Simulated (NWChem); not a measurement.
Molecule: MgSiH3F; SMILES [F][Mg][SiH3]

```xyz
6

Mg    -0.0130     0.8557    -0.0002
F      0.1350     2.5942     0.0002
Si    -0.2305    -1.7007    -0.0007
H      0.4039    -2.3283    -1.1992
H     -1.6543    -2.1538     0.0051
H      0.4141    -2.3297     1.1916
```
Atoms are numbered in this order, from 1.

Geometry: optimised at B3LYP/6-31G* (spherical d).

**Question.** List the 6 lowest vertical singlet excitations from PBE0/6-31G* (spherical d), TDA (NWChem).

**Answer.** 
```json
[
 {"state": "S1", "energy (eV)": "5.82", "oscillator strength": "0.546", "leading excitation (squared amplitude)": "HOMO → LUMO (0.96)"},
 {"state": "S2", "energy (eV)": "5.87", "oscillator strength": "0.202", "leading excitation (squared amplitude)": "HOMO → LUMO+1 (0.96)"},
 {"state": "S3", "energy (eV)": "5.87", "oscillator strength": "0.202", "leading excitation (squared amplitude)": "HOMO → LUMO+2 (0.96)"},
 {"state": "S4", "energy (eV)": "6.96", "oscillator strength": "0.060", "leading excitation (squared amplitude)": "HOMO−1 → LUMO (0.95)"},
 {"state": "S5", "energy (eV)": "6.96", "oscillator strength": "0.060", "leading excitation (squared amplitude)": "HOMO−2 → LUMO (0.95)"},
 {"state": "S6", "energy (eV)": "7.42", "oscillator strength": "0.015", "leading excitation (squared amplitude)": "HOMO−3 → LUMO (0.92)"}
]
```
